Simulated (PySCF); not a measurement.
Pb(H)(SH) (H2PbS), SMILES [SH][PbH] (connectivity only; charge and spin as stated), neutral, multiplicity 1. Atoms are numbered in the order given.

```xyz
4

Pb     0.0236    -0.4268     0.0000
H     -1.8188    -0.4749     0.0000
S     -0.0854     2.0764     0.0000
H      1.2472     2.2468     0.0000
```

Geometry optimised at PBE0-D3(BJ)/def2-TZVP. The def2 effective core potentials stand for the cores of Pb; spin–orbit coupling is left out.

The numbers are results of PBE/def2-TZVPD (PySCF), not measurements.

Symmetry labels are those of the subgroup Cs that the program uses (full group Cs).

**Question.** List the valence orbital energies around the gap with their symmetry. (An estimate is asked for; the answer gives what the named calculation found.)

**Answer.** 
| orbital | symmetry | energy (eV) |
|---|---|---|
| HOMO−7 | A' | -21.19 |
| HOMO−6 | A' | -21.02 |
| HOMO−5 | A' | -17.48 |
| HOMO−4 | A' | -12.68 |
| HOMO−3 | A' | -9.48 |
| HOMO−2 | A' | -7.01 |
| HOMO−1 | A" | -6.33 |
| HOMO | A' | -5.98 |
| LUMO | A" | -3.32 |
| LUMO+1 | A' | -1.28 |
| LUMO+2 | A' | -0.80 |
| LUMO+3 | A' | 0.08 |
